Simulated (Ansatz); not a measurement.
`O[SiH]([SiH3])[O][AlH2]` + `C=[CH][AlH][F]` → `C=[CH][Al]([F])[SiH3]` + `O[SiH2][O][AlH2]`  (formal exchange of groups at the Si–Si bond)

Program: Ansatz. Geometries: PBE0-D4/def2-TZVP. ΔE: electronic, gas phase. CCSD(T)/CBS adds triple-zeta CCSD(T) − MP2 to the extrapolated MP2 energy (def2 sets, frozen cores). Functionals use def2-TZVPP. B3LYP here is the variant with VWN-RPA as its local correlation; programs differ in this. Each species was taken in one conformer, which may not be the lowest.

```csv
level,ΔE (eV)
B2PLYP,-0.18
B3LYP,-0.17
MP2/def2-TZVPP,-0.18
CCSD(T)/def2-TZVPP,-0.19
```

(1) What does CCSD(T)/CBS give? (Best estimate.)

Largest T1 diagnostic among the species: 0.013.

Answers

(1) Computed: -0.18 eV. The listed levels differ from it by 0.00, 0.01, 0.00, -0.01 eV.

The D4 term adds +0.03 eV with B3LYP and +0.02 eV with PBE0; it sums over pairs of atoms, weighted by their polarisabilities, and B3LYP, whose exchange is more repulsive, gets the larger term.
